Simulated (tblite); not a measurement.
C6H7N.
SMILES with atom numbers: `[N:1]#[C:2][C@@:3]12[CH2:4][CH2:5][C@@H:6]1[CH2:7]2` (hydrogens: H8, H9 on C4; H10, H11 on C5; H12 on C6; H13, H14 on C7)

Computed with GFN2-xTB (tblite), gas phase: Langevin dynamics at 200 K from the optimised GFN2-xTB geometry, time step 0.5 fs, friction 0.01 fs⁻¹, 2000 steps. The instantaneous temperature is 2·E(kin)/(3Nk) with all 3N coordinates.

```
t (fs)  T (K)  E(pot) above start (eV)  N1≡C2 (Å)  C2–C3 (Å)  C3–C4 (Å)  C4–C5 (Å)  C5–C6 (Å)  C4–H8 (Å)
     0    155                    0.000      1.147      1.406      1.531      1.542      1.522      1.090
    50    137                    0.208      1.145      1.428      1.557      1.547      1.492      1.095
   100    163                    0.237      1.134      1.403      1.560      1.557      1.524      1.054
   150    116                    0.361      1.142      1.376      1.546      1.522      1.511      1.148
   200    203                    0.310      1.154      1.430      1.548      1.580      1.548      1.061
   250    217                    0.290      1.138      1.419      1.523      1.509      1.511      1.114
   300    116                    0.325      1.156      1.416      1.516      1.582      1.495      1.068
   350    134                    0.315      1.143      1.408      1.552      1.493      1.488      1.101
   400    149                    0.296      1.156      1.422      1.555      1.564      1.520      1.102
   450    172                    0.215      1.150      1.397      1.513      1.540      1.524      1.111
   500    196                    0.217      1.145      1.415      1.511      1.578      1.522      1.052
   550    199                    0.366      1.162      1.404      1.556      1.545      1.546      1.116
   600    281                    0.325      1.132      1.424      1.522      1.521      1.533      1.058
   650    194                    0.310      1.157      1.399      1.543      1.572      1.533      1.126
   700    252                    0.412      1.137      1.412      1.517      1.492      1.516      1.066
   750    221                    0.406      1.144      1.410      1.559      1.578      1.515      1.099
   800    270                    0.358      1.159      1.413      1.579      1.544      1.519      1.078
   850    138                    0.520      1.127      1.400      1.568      1.528      1.509      1.113
   900    223                    0.446      1.176      1.385      1.554      1.551      1.537      1.095
   950    223                    0.676      1.118      1.393      1.520      1.569      1.482      1.079
  1000    268                    0.416      1.173      1.396      1.524      1.548      1.502      1.104
```

Problem. From 500 fs on, how do temperature and potential energy compare with equipartition?

Solution. The mean temperature of these 11 frames is 224 K against the target 200 K, and the mean potential energy 0.40 eV against 36 × kT/2 = 0.31 eV for 36 classical harmonic modes. For 14 atoms in a canonical ensemble the temperature itself scatters by T·√(2/(3N)) = 44 K; here its standard deviation is 40 K. The whole run lasts only 10 friction times of 100 fs, so these averages carry a wide statistical error.

Problem. What are the kinetic and total energies of the listed frame with the highest potential energy?

Solution. The one at 950 fs, 0.676 eV above the start. Its kinetic energy is 3NkT/2 = 0.404 eV at 223 K, so the sum is 1.08 eV; over the listed frames the sum runs from 0.28 to 1.08 eV, since the thermostat adds and removes energy.

Problem. How much do the listed bonds fluctuate from 500 fs on?

Solution. 
```
 bond  at the start (Å)  mean (Å)  standard deviation (Å)
N1≡C2             1.147     1.148                   0.018
C2–C3             1.406     1.405                   0.011
C3–C4             1.531     1.541                   0.022
C4–C5             1.542     1.548                   0.025
C5–C6             1.522     1.519                   0.017
C4–H8             1.090     1.090                   0.024
```

The motion is classical and holds no zero-point motion.

The cost below is that of the whole dynamics run. Hardware: Arm Neoverse V1, one thread (shared host). Cost: 9.1 s, 0.18 GiB resident at most.
